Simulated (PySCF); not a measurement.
Gas-phase reaction: 2 In(CH3)3 + 3 C2H4 → 2 InCH3 + 2 CH3C(CH3)2CH3

Energies from PySCF, thermal terms from the rigid-rotor harmonic-oscillator model, ideal gas at 1 bar. † marks an energy on the PBE0/def2-TZVP geometry and frequencies. MP2 and CCSD(T) freeze the core. All species are closed-shell singlets. In: scalar-relativistic def2 core potential, no spin-orbit coupling. InCH3: computed as isolated molecules; such fragments, hydroxides, amides, oligomers or adducts are transient or little studied in the gas. MP2 isn't extrapolated to the basis-set limit. CCSD(T) isn't extrapolated to the basis-set limit.

CCSD(T)/def2-SVP† gives ΔH°(298 K) = -400 kJ.

**Question.** What do PBE0/def2-SVP†, BLYP/def2-TZVP†, MP2/def2-TZVPP† give?

**Answer.** PBE0/def2-SVP†: -418 kJ; BLYP/def2-TZVP†: -265 kJ; MP2/def2-TZVPP†: -344 kJ. For scale, ΔH°(298 K) is -400 kJ at this level, -328 kJ at ωB97M-V/def2-TZVP†, and runs from -423 to -265 kJ over the 15 levels computed.
